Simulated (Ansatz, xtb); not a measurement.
# Two isomers of CH7ClSi3

Structure X: `Cl[SiH]1[SiH2]C[SiH2]1`, a singlet. Structure Y: `[SiH2]=C([SiH3])[SiH2]Cl`, a singlet. Both are isolated molecules in the gas phase, relaxed with B3LYP-D3(BJ)/def2-SVP; the shapes shown needn't be the lowest conformers.

X (Å):

```xyz
12

C     0.0879    3.6385   -0.5242
Cl   -0.6984   -0.7616   -2.3036
Si    0.0978    1.1661   -2.1888
Si   -1.2995    3.0083   -1.6887
Si    0.9704    1.9785   -0.1456
H     0.9915    1.3692   -3.3672
H    -1.7375    3.9690   -2.7438
H    -2.4865    2.5635   -0.9013
H     0.7732    4.2830   -1.1023
H    -0.2505    4.2093    0.3544
H     0.3229    1.2889    1.0085
H     2.4404    2.0737    0.0963
```

Y (Å):

```yaml
atoms:
  - { symbol: C, position_ang: [-0.0691, 2.2661, -1.2696] }
  - { symbol: Cl, position_ang: [-0.0183, -0.1622, 0.9013] }
  - { symbol: Si, position_ang: [-0.0895, 1.0326, -2.4658] }
  - { symbol: Si, position_ang: [-0.0762, 4.0573, -1.7969] }
  - { symbol: Si, position_ang: [-0.0389, 1.9008, 0.5398] }
  - { symbol: H, position_ang: [-0.1134, 1.3587, -3.9140] }
  - { symbol: H, position_ang: [-0.0851, -0.4198, -2.1774] }
  - { symbol: H, position_ang: [-1.2690, 4.7710, -1.2478] }
  - { symbol: H, position_ang: [1.1362, 4.7680, -1.2885] }
  - { symbol: H, position_ang: [-0.1013, 4.1572, -3.2858] }
  - { symbol: H, position_ang: [-1.2419, 2.4499, 1.2245] }
  - { symbol: H, position_ang: [1.1765, 2.4679, 1.1868] }
```

Problem. Which of the two would you expect CCSD(T)/def2-SVP + ΔMP2/def2-TZVPP electronic energies to favour?

Solution. Structure X; the calculation gives E(Y) − E(X) = +17.1 kcal/mol.

How the difference moves with the method:

```
                             level               geometry  E(Y) − E(X) (kcal/mol)  departure from the last row (kcal/mol)  job, with rough time for the two
                          GFN2-xTB               GFN2-xTB                      +1.4                                   −15.7               optimisation, 1.8 s
                         HF/STO-3G               GFN2-xTB                     +68.2                                   +51.1               single point, 1.2 s
                r2SCAN-D4/def2-SVP               GFN2-xTB                     +21.0                                    +3.9               single point, 8.4 s
             B3LYP-D3(BJ)/def2-SVP  B3LYP-D3(BJ)/def2-SVP                     +18.7                                    +1.6             optimisation, 3.1 min
                       HF/def2-SVP  B3LYP-D3(BJ)/def2-SVP                     +15.5                                    −1.6           part of the CCSD(T) run
                      MP2/def2-SVP  B3LYP-D3(BJ)/def2-SVP                     +15.3                                    −1.8           part of the CCSD(T) run
                  CCSD(T)/def2-SVP  B3LYP-D3(BJ)/def2-SVP                     +16.3                                    −0.8                      single point
CCSD(T)/def2-SVP + ΔMP2/def2-TZVPP  B3LYP-D3(BJ)/def2-SVP                     +17.1                                                        single point, 89 s
```

As drawn, Y has 1 C=Si, 2 Si–H in place of 2 Si–Si, 2 C–H. Structure X has a 4-membered ring, Y no ring.

The levels shown agree on the order. The largest departure from CCSD(T)/def2-SVP + ΔMP2/def2-TZVPP is that of HF/STO-3G, 51.1 kcal/mol. The last row adds to CCSD(T) the change of the MP2 difference between the two basis sets, here +0.8 kcal/mol.

With thermal terms from frequencies at re-optimised GFN2-xTB minima (ideal gas, soft modes damped towards free rotors, one conformer each, 298.15 K, 1 atm): the zero-point term adds −3.8 kcal/mol; ΔH is +14.0 and ΔG +12.3 kcal/mol.

The correlated steps freeze 21 core orbitals. Programs: Ansatz 0.2.0, xtb 6.7.1; the last row on 2 threads of Intel(R) Xeon(R) Processor @ 2.50GHz (Skylake/Cascade Lake) on a shared host.
